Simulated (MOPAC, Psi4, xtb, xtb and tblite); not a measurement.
Relaxed torsion scan: SMILES CSC[SiH2]SC (C3H10S2Si). Scanned: dihedral C1–S2–C3–Si4; all other coordinates were relaxed at GFN2-xTB. Points at φ and −φ are mirror images. Heavy atoms are numbered in the order of the SMILES CSC[SiH2]SC, hydrogens after them in the order of the atoms that carry them; the mirror image has the same energies with the sign of each dihedral reversed.

Levels: GFN2-xTB (xtb and tblite); PM6, restricted, heats of formation // GFN2-xTB (MOPAC); GFN1-xTB // GFN2-xTB (xtb); PBE-D3(BJ)/def2-SVP // GFN2-xTB (Psi4).

Energies relative to the lowest point of each profile, in kJ/mol; the last columns give the difference from PBE-D3(BJ):

| φ / ° | GFN2-xTB | PM6 | GFN1-xTB | PBE-D3(BJ)/def2-SVP | GFN2-xTB − PBE-D3(BJ)/def2-SVP | PM6 − PBE-D3(BJ)/def2-SVP | GFN1-xTB − PBE-D3(BJ)/def2-SVP |
|---|---|---|---|---|---|---|---|
| -165 | 1.6 | 2.3 | 4.4 | 5.3 | -3.7 | -3.0 | -0.9 |
| -150 | 3.1 | 2.0 | 4.1 | 6.1 | -3.0 | -4.1 | -2.0 |
| -135 | 4.6 | 1.4 | 3.7 | 6.8 | -2.2 | -5.4 | -3.1 |
| -120 | 4.8 | 0.7 | 2.6 | 6.1 | -1.4 | -5.5 | -3.5 |
| -105 | 3.0 | 0.0 | 0.6 | 3.2 | -0.2 | -3.2 | -2.6 |
| -90 | 0.5 | 0.7 | 0.0 | 0.0 | 0.5 | 0.7 | 0.0 |
| -75 | 0.0 | 3.0 | 3.4 | 1.3 | -1.3 | 1.7 | 2.1 |
| -60 | 0.7 | 5.8 | 5.6 | 4.8 | -4.1 | 1.0 | 0.8 |
| -45 | 2.9 | 7.8 | 7.0 | 7.1 | -4.2 | 0.7 | -0.1 |
| -30 | 6.4 | 9.4 | 8.8 | 10.2 | -3.8 | -0.8 | -1.4 |
| -15 | 9.7 | 10.7 | 10.6 | 13.3 | -3.6 | -2.6 | -2.7 |
| 0 | 11.1 | 11.2 | 11.5 | 14.7 | -3.7 | -3.5 | -3.2 |
| 15 | 9.7 | 10.7 | 10.6 | 13.3 | -3.6 | -2.6 | -2.7 |
| 30 | 6.4 | 9.4 | 8.8 | 10.2 | -3.8 | -0.8 | -1.4 |
| 45 | 2.9 | 7.8 | 7.0 | 7.1 | -4.2 | 0.7 | -0.1 |
| 60 | 0.7 | 5.8 | 5.6 | 4.8 | -4.1 | 1.0 | 0.8 |
| 75 | 0.0 | 3.0 | 3.4 | 1.3 | -1.3 | 1.7 | 2.1 |
| 90 | 0.5 | 0.7 | 0.0 | 0.0 | 0.5 | 0.7 | 0.0 |
| 105 | 3.0 | 0.0 | 0.6 | 3.2 | -0.2 | -3.2 | -2.6 |
| 120 | 4.8 | 0.7 | 2.6 | 6.1 | -1.4 | -5.5 | -3.5 |
| 135 | 4.6 | 1.4 | 3.7 | 6.8 | -2.2 | -5.4 | -3.1 |
| 150 | 3.1 | 2.0 | 4.1 | 6.1 | -3.0 | -4.1 | -2.0 |
| 165 | 1.6 | 2.3 | 4.4 | 5.3 | -3.7 | -3.0 | -0.9 |
| 180 | 1.0 | 2.5 | 4.5 | 5.0 | -4.0 | -2.5 | -0.5 |

GFN2-xTB is furthest from PBE-D3(BJ)/def2-SVP at -45 (-4.2 kJ/mol, below); its mean absolute difference over the points is 2.7 kJ/mol.

PM6 is furthest from PBE-D3(BJ)/def2-SVP at -120 (-5.5 kJ/mol, below); its mean absolute difference over the points is 2.6 kJ/mol.

GFN1-xTB is furthest from PBE-D3(BJ)/def2-SVP at -120 (-3.5 kJ/mol, below); its mean absolute difference over the points is 1.8 kJ/mol.
